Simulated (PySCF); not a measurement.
C4H3BrClF, SMILES C=C=C(Cl)[C@H](F)Br.

Geometry optimised at PBE-D3(BJ)/def2-SVP. The structure was generated by enumeration; whether it is a known compound was not checked. One conformer was computed; it need not be the lowest.

Calculation: PBE-D3(BJ)/def2-SVP in PySCF.

Frequencies are harmonic and unscaled.

Computed harmonic wavenumbers and intensities:
```tsv
mode	ν (cm⁻¹)	IR (km/mol)	moving atoms (share of kinetic energy)
1	45	0.8	C 33 %, F 25 %, Cl 17 %, Br 17 %, H 8 %
2	116	0.2	Cl 40 %, Br 36 %, C 13 %
3	127	1.6	C 48 %, F 22 %, H 15 %, Cl 13 %
4	216	2.7	C 52 %, Cl 22 %, H 12 %, F 12 %
5	273	3.0	C 47 %, Br 21 %, F 16 %, H 13 %
6	297	2.2	F 51 %, C 30 %, Br 9 %
7	402	5.5	F 41 %, C 36 %, Cl 17 %
8	453	17.6	C 78 %, H 9 %
9	509	6.1	C 60 %, Cl 35 %
10	568	2.5	H 83 %, C 15 %
11	672	80.0	C 73 %, H 22 %
12	743	60.9	C 85 %, H 9 %
13	855	36.2	H 73 %, C 27 %
14	947	0.3	H 64 %, C 36 %
15	991	110.9	C 80 %, H 9 %
16	1106	100.3	C 43 %, H 34 %, F 22 %
17	1169	37.8	H 68 %, C 22 %, F 9 %
18	1244	9.4	C 50 %, H 50 %
19	1307	14.0	H 65 %, C 33 %
20	1405	12.6	H 51 %, C 49 %
21	2020	15.5	C 99 %
22	3030	5.8	H 92 %, C 8 %
23	3048	0.5	H 95 %
24	3134	0.3	H 89 %, C 11 %
```
